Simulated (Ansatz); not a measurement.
C4H8Si (SMILES C=CC(=C)[SiH3]) moved off its minimum; all values from Ansatz (an electronic-structure program), cores frozen in correlated methods.
(charge 0, multiplicity 1)
```xyz
13

C      1.0906     0.8010    -1.6218
C      1.1628     0.6403    -0.3275
C      0.2656     0.0641     0.5060
C      0.4379     0.0507     1.9359
Si    -1.3580    -0.6432    -0.2570
H      0.2806     0.3150    -2.3079
H      1.9558     1.2743    -2.2787
H      2.0926     1.1586     0.1272
H      1.3693     0.4888     2.3347
H     -0.2438    -0.3608     2.5923
H     -2.1505     0.3204    -0.9123
H     -2.0655    -1.2430     0.9347
H     -1.0430    -1.7914    -1.1412
```

| level | largest force (eV/Å) | on atom | rms difference from CCSD(T)/aug-cc-pV(T+d)Z (eV/Å) | dipole (D) |
|---|---|---|---|---|
| HF/def2-TZVPP | 8.40 | C3 | 0.530 | 0.55 |
| PBE/def2-TZVPP | 6.20 | C3 | 0.210 | 0.61 |
| r2SCAN/def2-TZVPP | 6.38 | C3 | 0.172 | 0.60 |
| B3LYP/def2-TZVPP | 6.62 | C3 | 0.180 | 0.56 |
| MP2/aug-cc-pV(T+d)Z | 6.48 | C3 | 0.064 | 0.54 |
| CCSD(T)/aug-cc-pV(T+d)Z | 6.70 | C3 | 0.000 | 0.54 |

The differences count from one level among others, with limits of its own. Forces at CCSD(T)/aug-cc-pV(T+d)Z (eV/Å):

```
atom      Fx      Fy      Fz
----  ------  ------  ------
C1     0.341  -0.191  -5.858
C2     4.985   3.064   0.663
C3    -3.487  -2.009   5.356
C4     1.716   1.119  -4.668
Si5    1.234  -1.534   1.947
H6     1.215   0.932   1.458
H7    -1.890  -0.835   1.703
H8    -1.369  -0.938  -0.368
H9    -0.482  -0.217  -0.093
H10   -1.436  -0.846   1.173
H11   -0.780   1.034  -0.717
H12   -0.029   0.280  -0.396
H13   -0.017   0.140  -0.200
```

Doubts at one or more of the structures used: a restricted determinant that unrestricted orbitals would lower (MP2/aug-cc-pV(T+d)Z, CCSD(T)/aug-cc-pV(T+d)Z).
